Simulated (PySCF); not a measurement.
Sb(TeH)3 (H3SbTe3), SMILES [Sb]([TeH])([TeH])[TeH]. The structure is a stationary point at PBE0-D3(BJ)/def2-SVP. The structure was generated by enumeration; whether it is a known compound was not checked. The def2 effective core potentials stand for the cores of Sb, Te; spin–orbit coupling is left out.

Task: Give the equilibrium geometry at PBE0-D3(BJ)/def2-SVP (PySCF confirms it by a frequency run) as Cartesian coordinates in Å. (Estimate from the structure and the level; the computed values follow.)

Result: 
```xyz
7

Sb     0.2374    -0.0133     1.0561
Te    -2.1798    -0.7609    -0.0874
H     -2.5687    -1.6684     1.2563
Te     0.1045     2.3912    -0.3619
H      1.7601     2.5638    -0.2651
Te     1.7974    -1.6096    -0.6115
H      3.1549    -1.2961     0.3094
```
Charge 0, spin multiplicity 1.
